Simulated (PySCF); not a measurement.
A homologous series of growing length: n-germane amino/formyl. All species are isolated molecules in the gas phase. One relaxed conformer stands for each flexible species; it need not be the lowest. Strings in code marks are SMILES.

All values below come from PySCF with B3LYP-D3(BJ)/def2-TZVP // PBE0-D4/def2-SVP. B3LYP has the VWN-RPA correlation part, as in Gaussian. 

```csv
n,species,HOMO–LUMO gap (eV)
2,`[NH2][GeH2][GeH2][CH]=O`,4.90
3,`[NH2][GeH2][GeH2][GeH2][CH]=O`,4.84
4,`[NH2][GeH2][GeH2][GeH2][GeH2][CH]=O`,4.58
5,`[GeH2]([GeH2][GeH2][GeH2][NH2])[GeH2][CH]=O`,4.55
6,`[NH2][GeH2][GeH2][GeH2][GeH2][GeH2][GeH2][CH]=O`,4.51
```

Q: Fit the HOMO–LUMO gap to a + b/n by least squares and give the limit of the infinite chain.

A: a = 4.31 eV and b = 1.27 eV, with a largest residual of 0.11 eV. The limit a is a rough one, since such series level off at large n.
